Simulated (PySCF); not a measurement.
Computed with PySCF with B3LYP-D3(BJ)/def2-TZVP // TPSS-D3(BJ)/def2-SVP. All species are isolated molecules in the gas phase. One relaxed conformer stands for a flexible species; it need not be the lowest. B3LYP has the VWN-RPA correlation part, as in Gaussian. 

Reference species: [Cd(OH)(NH2)] (neutral, multiplicity 1).

```
Property              Result
-------------------  -------
HOMO–LUMO gap        5.56 eV
coordination number        2
```

Changed species: [Cd(OH)(CH3)] (Y = CH3; the reference has Y = NH2).

### Question
Give the shifts of the HOMO–LUMO gap and coordination number.

### Answer
the HOMO–LUMO gap rises by 0.81 eV, to 6.37 eV; the coordination number stays essentially unchanged.
